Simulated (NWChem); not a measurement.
System: THF (C₄H₈O); SMILES C1OCCC1

Excerpt of the output:

```
             Northwest Computational Chemistry Package (NWChem) 7.3.0
             --------------------------------------------------------

                             Geometry "geometry" -> ""
                             -------------------------

 Output coordinates in angstroms (scale by  1.889725989 to convert to a.u.)

  No.       Tag          Charge          X              Y              Z
 ---- ---------------- ---------- -------------- -------------- --------------
    1 C                    6.0000    -0.74967500     0.97116500    -0.22292600
    2 C                    6.0000     0.70905900     1.00157600     0.22162200
    3 C                    6.0000     1.16194500    -0.40967100    -0.13728400
    4 O                    8.0000     0.02553600    -1.23691000    -0.00065100
    5 C                    6.0000    -1.14349300    -0.45695300     0.13838800
    6 H                    1.0000    -1.37764300     1.72655400     0.27145100
    7 H                    1.0000    -0.82301300     1.13108200    -1.31098500
    8 H                    1.0000     1.30556000     1.78154600    -0.27353700
    9 H                    1.0000     0.77524700     1.16611400     1.30945600
   10 H                    1.0000     1.96723300    -0.78337000     0.51712900
   11 H                    1.0000     1.53736800    -0.45035500    -1.17902600
   12 H                    1.0000    -1.51417900    -0.51171200     1.18122600
   13 H                    1.0000    -1.93437900    -0.86432700    -0.51341200

 Effective nuclear repulsion energy (a.u.)     191.3794288857

                                 NWChem DFT Module
                                 -----------------

 Summary of "ao basis" -> "ao basis" (spherical)
 ------------------------------------------------------------------------------
       Tag                 Description            Shells   Functions and Types
 ---------------- ------------------------------  ------  ---------------------
 C                           6-31g*                  6       14   3s2p1d
 O                           6-31g*                  6       14   3s2p1d
 H                           6-31g*                  2        2   2s

            General Information
            -------------------
          SCF calculation type: DFT
          Wavefunction type:  closed shell.
          No. of atoms     :    13
          No. of electrons :    40
           Alpha electrons :    20
            Beta electrons :    20
          Charge           :     0
          Spin multiplicity:     1
          Use of symmetry is: off; symmetry adaption is: off
          Maximum number of iterations: 150
          AO basis - number of functions:    86
                     number of shells:    46
          Convergence on energy requested:  1.00D-06
          Convergence on density requested:  1.00D-05
          Convergence on gradient requested:  5.00D-04

              XC Information
              --------------
                  TPSS metaGGA Exchange Functional  1.000
             TPSS03 metaGGA Correlation Functional  1.000

             Grid Information
             ----------------
          Grid used for XC integration:  medium
          Radial quadrature: Mura-Knowles
          Angular quadrature: Lebedev.
          Tag              B.-S. Rad. Rad. Pts. Rad. Cut. Ang. Pts.
          ---              ---------- --------- --------- ---------
          C                   0.70       49           9.0       434
          O                   0.60       49           9.0       434
          H                   0.35       45          10.0       434
          Grid pruning is: on
          Number of quadrature shells:   605
          Spatial weights used:  Erf1

      Superposition of Atomic Density Guess
      -------------------------------------

 Sum of atomic energies:        -229.38122914

      Non-variational initial energy
      ------------------------------

 Total energy =    -232.704496
 1-e energy   =    -688.948643
 2-e energy   =     264.864718
 HOMO         =      -0.305074
 LUMO         =       0.137796

   convergence    iter        energy       DeltaE   RMS-Dens  Diis-err
 ---------------- ----- ----------------- --------- --------- ---------
 d= 0,ls=0.0,diis     1   -232.4164544013 -4.24D+02  1.28D-02  5.04D-01
 d= 0,ls=0.0,diis     2   -232.4075987087  8.86D-03  8.10D-03  7.45D-01
 d= 0,ls=0.0,diis     3   -232.4750344515 -6.74D-02  2.03D-03  7.51D-02
 d= 0,ls=0.0,diis     4   -232.4811760598 -6.14D-03  7.62D-04  5.24D-03
 d= 0,ls=0.0,diis     5   -232.4817668146 -5.91D-04  2.09D-04  2.84D-04
  Resetting Diis
 d= 0,ls=0.0,diis     6   -232.4818055091 -3.87D-05  1.51D-05  1.11D-06
 d= 0,ls=0.0,diis     7   -232.4818056667 -1.58D-07  2.92D-06  2.57D-08

[...]

                         DFT ENERGY GRADIENTS

    atom               coordinates                        gradient
                 x          y          z           x          y          z
   1 C      -1.416680   1.835236  -0.421269    0.006883  -0.009180   0.004608
   2 C       1.339927   1.892704   0.418805   -0.006504  -0.009448  -0.004612
   3 C       2.195758  -0.774166  -0.259429   -0.017246  -0.003470   0.003600
   4 O       0.048256  -2.337421  -0.001230   -0.000420   0.021069   0.000049
   5 C      -2.160888  -0.863516   0.261515    0.017357  -0.002738  -0.003672
   6 H      -2.603368   3.262714   0.512968   -0.000859   0.000888   0.000673
   7 H      -1.555269   2.137435  -2.477402   -0.000274   0.000622  -0.001336
   8 H       2.467151   3.366634  -0.516910    0.000831   0.000923  -0.000658
   9 H       1.465004   2.203636   2.474513    0.000235   0.000635   0.001335
  10 H       3.717531  -1.480355   0.977232    0.001872   0.000158   0.000650
  11 H       2.905204  -0.851048  -2.228036    0.000952   0.000254  -0.000968
  12 H      -2.861383  -0.966995   2.232193   -0.000939   0.000203   0.000967
  13 H      -3.655446  -1.633341  -0.970208   -0.001887   0.000085  -0.000636
```

Level: TPSS/6-31G* (spherical d). The geometry was optimised at PBE0/def2-SVP.

Which NWChem input produces such a log?

Several could match; the one computed here: the input that was run:
```
start job
memory heap 200 mb stack 900 mb global 1100 mb
geometry units angstroms noautosym nocenter noautoz
  C     -0.749675     0.971165    -0.222926
  C      0.709059     1.001576     0.221622
  C      1.161945    -0.409671    -0.137284
  O      0.025536    -1.236910    -0.000651
  C     -1.143493    -0.456953     0.138388
  H     -1.377643     1.726554     0.271451
  H     -0.823013     1.131082    -1.310985
  H      1.305560     1.781546    -0.273537
  H      0.775247     1.166114     1.309456
  H      1.967233    -0.783370     0.517129
  H      1.537368    -0.450355    -1.179026
  H     -1.514179    -0.511712     1.181226
  H     -1.934379    -0.864327    -0.513412
end
basis spherical
  * library 6-31g*
end
dft
  xc xtpss03 ctpss03
  iterations 150
end
task dft gradient
```
